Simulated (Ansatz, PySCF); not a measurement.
Noncovalent pair: HF (SMILES F) (first 2 atoms) with C2H4 (SMILES C=C); geometry from B3LYP-D3(BJ)/def2-TZVP, rigid monomers moved along the line of their centres of mass till H2···C3 is 2.02 Å.
(charge 0, multiplicity 1):
```xyz
8

F     -0.234     0.856     0.585
H     -0.168     0.555     1.469
C     -0.559     0.320     3.432
C      0.483    -0.434     3.099
H     -0.436     1.339     3.777
H     -1.573    -0.058     3.381
H      0.361    -1.457     2.763
H      1.498    -0.060     3.159
```

Interaction energies are E(AB) − E(A) − E(B) at the monomers' geometry in the complex; basis-set methods are counterpoise corrected.

Frozen-core correlation. CBS(a, b) extrapolates the correlation energy as X⁻³ and adds the Hartree–Fock energy of set b.

The values were computed with Ansatz (an electronic-structure program) with Gaussian orbitals; PySCF for the dispersion terms. 

The comparison value is -3.60 kcal/mol (MP2/CBS(aug-cc-pVDZ, aug-cc-pVTZ) + ΔCCSD(T)/aug-cc-pVDZ). It is a level with limits of its own, not the exact answer.

### Question
Order these levels by how close they come to the comparison value for the interaction energy, closest first: CCSD(T)/aug-cc-pVDZ, PBE-D3(BJ)/def2-TZVPPD, PBE-D4/def2-TZVPPD. Give each level's value less the comparison value.

### Answer
CCSD(T)/aug-cc-pVDZ (1.18 kcal/mol), PBE-D4/def2-TZVPPD (-1.54 kcal/mol), PBE-D3(BJ)/def2-TZVPPD (-1.70 kcal/mol)
